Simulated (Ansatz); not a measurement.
**Cost against result**

The pair of Br⁻ (SMILES [Br-], atom 1) and CH$_{3}$I (SMILES CI, atoms 2–6), both closed shells, in one local arrangement (a lower one may exist), relaxed at PBE0-D4/def2-TZVPD:

Br1  (0.211, -0.360, -2.840)
C2  (-0.024, 0.041, 0.325)
I3  (-0.186, 0.314, 2.483)
H4  (0.990, -0.277, 0.120)
H5  (-0.746, -0.714, 0.045)
H6  (-0.244, 0.996, -0.134)
(Å)

Interaction energies are counterpoise-corrected; the time is that of the whole pair.

Program: Ansatz 0.2.0. Basis: as named in each row. Cores are frozen in the correlated methods. Filled d shells of the heavier atoms are correlated. Core potentials replace the inner electrons of the atoms past krypton. The def2 sets are not built for correlating such inner shells, so the correlated values are less sure here. B3LYP uses VWN-RPA correlation. Extrapolation: Hartree–Fock as exp(−7.88 √X), correlation as X^−2.97.

Times are rough, for one single point on 4 threads of a shared host (Arm Neoverse V1).

The estimate by CCSD(T) at an estimated basis limit (MP2 extrapolated from triple and quadruple zeta, plus CCSD(T) − MP2 in triple zeta) is -44.5 kJ/mol.

```tsv
method	basis	time (s)	interaction energy (kJ/mol)	method less estimate
SPW92	def2-SVP	under 1	-67.2	-22.7
PBE-D4	def2-SVP	under 1	-56.2	-11.8
PBE0-D4	def2-SVP	under 1	-49.4	-4.9
revPBE-D4	def2-TZVPPD	2	-47.2	-2.7
PBE-D4	def2-TZVPPD	2	-50.2	-5.8
BLYP-D4	def2-TZVPPD	2	-45.8	-1.3
PBE0-D4	def2-TZVPPD	3	-46.6	-2.2
HSE06-D4	def2-TZVPPD	3	-47.1	-2.7
B3LYP-D4	def2-TZVPPD	3	-44.1	0.4
r2SCAN-D4	def2-TZVPPD	4	-49.3	-4.8
CCSD(T)	def2-SVP	4	-31.1	13.4
wB97M-V	def2-SVP	4	-41.9	2.6
B2PLYP	def2-TZVPPD	6	-39.0	5.4
wB97X-V	def2-TZVPPD	7	-42.1	2.4
B97M-V	def2-TZVPPD	9	-46.0	-1.5
wB97M-V	def2-TZVPPD	10	-42.9	1.6
MP2	def2-QZVPPD	14	-44.6	-0.1
CCSD(T)	def2-TZVPPD	150	-39.6	4.9
```

No T1 diagnostic of these runs exceeds 0.009.
